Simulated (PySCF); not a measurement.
C₃H₉NSi₂, SMILES C#C[C@@H]([SiH2][SiH3])N. Atoms are numbered in the order given.

```xyz
15

C     -2.1283    -0.8707     1.3037
C     -1.6571    -0.2765     0.3574
C     -0.9964     0.3833    -0.7640
N     -1.6481     0.0777    -2.0486
Si     0.8800    -0.0792    -0.7074
Si     1.8295     0.3492     1.4015
H     -2.5647    -1.3819     2.1405
H     -1.0618     1.4754    -0.6041
H     -1.1525     0.5463    -2.8075
H     -1.5937    -0.9241    -2.2376
H      1.5689     0.7122    -1.7754
H      0.9948    -1.5255    -1.0632
H      1.3378    -0.6382     2.4042
H      3.3202     0.2722     1.3383
H      1.4461     1.7232     1.8454
```

Coordinates come from a B3LYP-D3(BJ)/def2-SVP optimisation. The structure was generated by enumeration; whether it is a known compound was not checked. One conformer was computed; it need not be the lowest.

Two levels are set side by side: PBE/pcSseg-1 (PySCF) and HF/pcSseg-1 (PySCF). GIAO shifts against NH3 (¹⁵N), TMS (²⁹Si), TMS (¹H), TMS (¹³C) at the same level; non-relativistic, no solvent, atoms listed together averaged. Differences are taken from unrounded values.

```csv
quantity,HF,PBE,PBE minus HF
δ(¹³C) of C1 (ppm),86.3,80.1,-6.2
δ(¹³C) of C2 (ppm),86.0,88.6,2.6
δ(¹³C) of C3 (ppm),25.8,39.3,13.5
δ(¹⁵N) of N4 (ppm),36.4,57.8,21.5
δ(²⁹Si) of Si5 (ppm),-42.1,-57.4,-15.4
δ(²⁹Si) of Si6 (ppm),-94.7,-116.0,-21.3
δ(¹H) of H7 (ppm),3.19,2.54,-0.64
δ(¹H) of H8 (ppm),3.00,3.89,0.89
"δ(¹H) of H9, H10 (ppm)",0.77,0.64,-0.13
"δ(¹H) of H11, H12 (ppm)",3.84,4.16,0.32
```

Rough cost on one machine, each run with all the roots and properties that it gave: HF against PBE within a factor of 2.
